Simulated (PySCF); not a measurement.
A GIAO shielding run with PySCF (density fitting, non-relativistic, gas phase) on SMILES C[SiH2][SiH2][Si@](C)(O)[SiH2]N, C2H15NOSi4:

```
$ OMP_NUM_THREADS=1 python probes_run.py task.json out

{"job": {"kind": "nmr", "xc": "PBE0", "basis": "pcSseg-1"}, "charge": 0, "multiplicity": 1}
C      3.163432     0.771349     0.578501
Si     2.346790    -0.858509     1.108240
Si     0.778276    -1.519704    -0.466686
Si    -0.921052     0.022057    -0.885540
C     -1.813303    -0.316965    -2.547669
O      0.015825     1.365957    -1.081794
Si    -2.532582     0.376594     0.743772
N     -1.644843     0.857979     2.145159
H      3.780808     0.630598    -0.304217
H      3.795589     1.184855     1.358787
H      2.409398     1.513188     0.333170
H      1.715705    -0.621405     2.423941
H      3.427996    -1.817117     1.392046
H      1.461076    -1.955306    -1.701760
H      0.149091    -2.773083     0.002931
H     -1.100796    -0.381997    -3.365977
H     -2.529422     0.462090    -2.802051
H     -2.355299    -1.256776    -2.514202
H     -0.350724     2.215745    -1.310129
H     -3.375742    -0.819314     0.955103
H     -3.482036     1.490700     0.576644
H     -0.795830     0.371401     2.383447
H     -2.147112     1.084649     2.988362
```

Hardware: 1 thread of an Arm Neoverse N1, shared host. The job also computes population analyses, field gradients.

**Question.** How large is the calculation?

**Answer.** 98 electrons, 239 basis functions and 1333 auxiliary functions.

**Question.** How long does it take, and how much memory does it need?

**Answer.** 2.2 min of wall time, with 13 SCF cycles and 4 response iterations; peak memory 1.1 GiB. Times on a shared host scatter by some tens of per cent.
